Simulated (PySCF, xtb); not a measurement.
C4H5N2, SMILES c1cnc[nH+]c1, charge +1.

Harmonic wavenumbers (cm⁻¹) from GFN2-xTB (xtb 6.7.1) at its own minimum, in rising order: 235, 360, 590, 625, 664, 746, 852, 898, 929, 944, 994, 1072, 1083, 1098, 1168, 1208, 1228, 1273, 1379, 1433, 1523, 1563, 3065, 3070, 3075, 3114, 3296.

Task: What does PBE-D3(BJ)/def2-SVP (PySCF 2.14.0) give at its own minimum? (The exact figures need the calculation; the answer reports its results.)

Result: 292, 395, 601, 658, 669, 769, 855, 930, 977, 989, 1003, 1044, 1056, 1096, 1183, 1251, 1321, 1359, 1435, 1505, 1585, 1633, 3121, 3132, 3159, 3169, 3438. Paired by order, the mean absolute difference is 47 cm⁻¹ and the zero-point energies are 53.6 and 55.2 kcal/mol.
